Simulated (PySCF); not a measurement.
MgF, SMILES [F][Mg+], charge +1. Atoms are numbered in the order given.

```xyz
2

Mg     0.0000     0.0000    -0.7302
F      0.0000     0.0000     0.9737
```
Charge +1, spin multiplicity 1.

Geometry optimised at r2SCAN-D4/def2-TZVPD. The spin state was assumed, not searched.

Method: PBE0/pcSseg-2 run with PySCF.

GIAO shieldings, no solvent; atoms alike by connectivity are averaged. δ = σ(ref) − σ: ¹⁹F against CFCl3 (σ = 165.8 ppm), references at their B3LYP-D3(BJ)/def2-TZVP geometries, non-relativistic.

```tsv
nucleus	atoms	count	δ (ppm)
¹⁹F	F2	1	-246.3
```
